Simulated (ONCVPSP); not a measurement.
# F: excitation energies, all-electron against ONCV

ONCVPSP 4.0.1 input, shortened (lines: element, Z, core and valence counts, functional; n l f; lmax; l rc ep ncon nbas qcut; lloc lpopt rc5 dvloc0; l nproj debl; icmod fcfact rcfact), PBE, scalar-relativistic:

```
  F 9.00    1    2        4      upf
    1    0    2.00
    2    0    2.00
    2    1    5.00
    2
    0    0.60    0.00    4    8   10.90
    1    0.90    0.00    5    9   10.00
    2    0.95    0.11    3    7    9.70
    4    5    0.40    4.00
    0    2    2.60
    1    2    2.10
    2    1    1.50
    2    0.50    0.65
```

Energies are relative to the spin-unpolarised reference configuration 2s2 2p5; without spin polarisation the order of configurations can differ from experiment.

```csv
valence configuration,charge,ΔE all-electron (eV),error AE − PS (meV)
2s2 2p4,+1,19.390,+2.9
2s2 2p3,+2,57.775,+38
2s1 2p6,0,18.813,+13
```

(1) What are ΔE and the potential's error for 2s2 2p2?

Levels in the configuration 2s2 2p2:

| level | all-electron (eV) | pseudo (eV) |
| --- | --- | --- |
| 2s | -91.208 | -91.128 |
| 2p | -72.761 | -72.528 |

Results:

(1) ΔE = 118.412 eV all-electron; the error (AE − PS) is +175 meV.
